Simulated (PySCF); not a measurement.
Species: AlEt2(SiH3), C4H13AlSi.
Geometry (PBE0-D3(BJ)/def2-SVP, Å), atoms numbered from 1 in this order:
```xyz
19
C4H13AlSi angstrom
Al     0.069    0.153   -0.015
C      1.880    0.342    0.738
C      2.540   -0.930    1.268
H      1.818    1.107    1.536
H      2.515    0.816   -0.035
H      3.533   -0.741    1.708
H      1.930   -1.414    2.049
H      2.677   -1.681    0.473
C     -0.869    1.716   -0.762
C     -2.282    1.495   -1.300
H     -0.216    2.136   -1.552
H     -0.871    2.498    0.023
H     -2.734    2.421   -1.692
H     -2.298    0.757   -2.118
H     -2.962    1.111   -0.522
Si    -1.014   -2.065    0.043
H     -0.060   -3.177   -0.284
H     -2.178   -2.195   -0.894
H     -1.541   -2.358    1.420
```

Method: PBE0-D3(BJ)/def2-SVP geometry optimisation, gas phase in PySCF 2.14.0.

(1) Which atoms are bound to Al1, and at what distances?

(2) List the angles at Al1.

(3) What is the shape at Al1?

(4) What are the other bond lengths?

(5) Give some angles away from the centre.

(6) What are the rotational constants (commonest isotopes, rigid rotor)?

## Answers

(1) 3 atoms: C2 1.970 Å, C9 1.970 Å, Si16 2.469 Å. The nearest atom not counted as bound is H4, at 2.53 Å (others tie with it).

(2) 
```
      angle  degrees  distance of the outer atoms (Å)
C9–Al1–Si16    120.9                             3.87
  C2–Al1–C9    120.4                             3.42
C2–Al1–Si16    118.7                             3.83
```

(3) Planar: angles 120.9°, 120.4° and 118.7°, sum 360.0°, 0.01 Å off the plane of its three neighbours.

(4) C2–C3, C9–C10 1.528 Å; C2–H4 and 3 like bonds 1.108 Å; C3–H6 and 5 like bonds 1.102 Å; Si16–H17, Si16–H18, Si16–H19 1.502 Å.

(5) Al1–C2–C3 116.7°.

(6) A = 2230, B = 1343, C = 864.3 MHz: an asymmetric top.

Charge 0, singlet. Whether it is a minimum is left open (no frequencies).

The run took 8.4 min of wall time on one thread, Intel Xeon at 2.70 GHz (x86_64), on a shared host, and the process peaked at 0.62 GiB of memory. These figures are those of the optimisation.

One conformer stands for the species.
